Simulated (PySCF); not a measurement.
A structure optimised at PBE-D3(BJ)/def2-SVP, used in a PySCF frequency run:

```xyz
6

Se     0.8771    -0.5500     0.0000
Br    -0.3374     1.4819     0.0000
Si    -0.9960    -1.8964     0.0000
H     -0.4240    -3.2887     0.0000
H     -1.8220    -1.6640    -1.2313
H     -1.8220    -1.6640     1.2313
```

**Question.** Write its SMILES, formula and point group.

**Answer.** [SiH3][Se]Br, BrH₃SeSi, Cs

**Question.** What are its rotational constants (standard atomic weights)?

**Answer.** 4.7898, 1.5779, 1.2042 GHz
